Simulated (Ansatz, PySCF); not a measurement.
Si(H)(PH2)3 (H₇P₃Si), SMILES P[SiH](P)P.

Geometry: B3LYP-D3(BJ)/def2-SVP. The structure was generated by enumeration, and PubChem lists no compound with its InChIKey, so it may never have been made. One conformer was computed; it need not be the lowest.

Vertical ionisation energy (IE) and electron affinity (EA) in eV. Rows of orbital energies are one-electron estimates. Where ΔSCF, EOM or ADC give a negative EA the extra electron is unbound and the value depends on the basis.

```
level                                                                       IE     EA
------------------------------------------------------------------------  ----  -----
−ε(HOMO), −ε(LUMO), CAM-B3LYP/def2-TZVP (PySCF)                           8.56  -0.55
−ε(HOMO), −ε(LUMO), PBE/def2-TZVP (PySCF)                                  [?]    [?]
ΔSCF, CAM-B3LYP/def2-SVPD (Ansatz), final states of multiplicity 2 and 2  9.26  -1.05
ΔSCF, PBE/def2-SVPD (Ansatz), final states of multiplicity 2 and 2        8.71  -0.71
```

### Question
Complete the blanks. (An estimate is asked for; the answer gives what the named calculation found.)

### Answer

- −ε(HOMO), −ε(LUMO), PBE/def2-TZVP (PySCF), IE: 6.30
- −ε(HOMO), −ε(LUMO), PBE/def2-TZVP (PySCF), EA: 1.27

### Question
What vertical singlet–triplet gap does ΔSCF give with CAM-B3LYP/def2-SVPD (Ansatz, a program for electronic structure) and with PBE/def2-SVPD (Ansatz)? (The exact figures need the calculation; the answer reports its results.)

### Answer
5.37 and 4.79 eV (triplet above singlet where positive).
